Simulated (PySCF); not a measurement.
**One molecule, many inputs**

Molecule: `[Si@@H]([SiH2]O)([SiH3])O[SiH3]`, H$_{10}$O$_{2}$Si$_{4}$; geometry GFN2-xTB.

Molfile (atoms numbered from 1):
```
H10O2Si4
     RDKit          3D

 16 15  0  0  0  0  0  0  0  0999 V2000
    3.0223   -0.7589    0.0940 O   0  0  0  0  0  0  0  0  0  0  0  0
    1.5747   -1.4903    0.3016 Si  0  0  0  0  0  4  0  0  0  0  0  0
    0.2228    0.1787   -0.5132 Si  0  0  2  0  0  4  0  0  0  0  0  0
    0.3610    2.3123    0.3954 Si  0  0  0  0  0  4  0  0  0  0  0  0
   -1.3112   -0.3619   -0.2960 O   0  0  0  0  0  0  0  0  0  0  0  0
   -2.7747   -0.6475    0.3093 Si  0  0  0  0  0  4  0  0  0  0  0  0
    3.8412   -1.1857    0.3305 H   0  0  0  0  0  0  0  0  0  0  0  0
    1.4295   -1.8516    1.7252 H   0  0  0  0  0  0  0  0  0  0  0  0
    1.6114   -2.7991   -0.3767 H   0  0  0  0  0  0  0  0  0  0  0  0
    0.2719    0.2544   -1.9926 H   0  0  0  0  0  0  0  0  0  0  0  0
    1.0425    3.2680   -0.4885 H   0  0  0  0  0  0  0  0  0  0  0  0
    1.1185    2.3383    1.6558 H   0  0  0  0  0  0  0  0  0  0  0  0
   -0.9364    2.9285    0.7106 H   0  0  0  0  0  0  0  0  0  0  0  0
   -3.3996    0.6424    0.6007 H   0  0  0  0  0  0  0  0  0  0  0  0
   -3.4869   -1.3853   -0.7303 H   0  0  0  0  0  0  0  0  0  0  0  0
   -2.5947   -1.4335    1.5304 H   0  0  0  0  0  0  0  0  0  0  0  0
  1  2  1  0
  2  3  1  0
  3  4  1  0
  3  5  1  0
  5  6  1  0
  1  7  1  0
  2  8  1  0
  2  9  1  0
  3 10  1  6
  4 11  1  0
  4 12  1  0
  4 13  1  0
  6 14  1  0
  6 15  1  0
  6 16  1  0
M  END
```

All runs: PySCF, non-relativistic, gas phase unless a solvent (IEF-PCM) is named; grid level 2, GIAOs and SCF threshold 1e-9 unless changed. The yardstick, PBE0/pcSseg-1, gives these isotropic shieldings σ (ppm, equivalent atoms averaged): O1 344.4, Si2 378.5, H10 25.50, H8 26.06, H14/H15/H16 26.76, H11/H12/H13 28.05, H7 31.61.

Q: What do these inputs give? (1) PBE0/6-31G*; conv 1e-11; level_shift 0.3; (2) PBE0/pcSseg-1; guess huckel

A: 
```
run    outcome  functions  wall time     O1    Si2    H10     H8  H14/H15/H16  H11/H12/H13     H7
  1  converged        120       16 s  341.9  421.3  25.90  26.48        27.12        28.59  32.58
  2  converged        180       23 s  344.4  378.5  25.50  26.06        26.76        28.05  31.61
```

Times are on 1 thread of an Arm Neoverse V2, shared host.

Q: Comment on the technical settings.

A: 
- Run 1: The orbital basis differs from the yardstick's, which in itself moves the values. The level shift changes the path of the SCF (16 cycles), not the solution, provided the same state is reached.
- Run 2: The starting guess changes the path of the SCF (10 cycles), not the solution, provided the same state is reached.
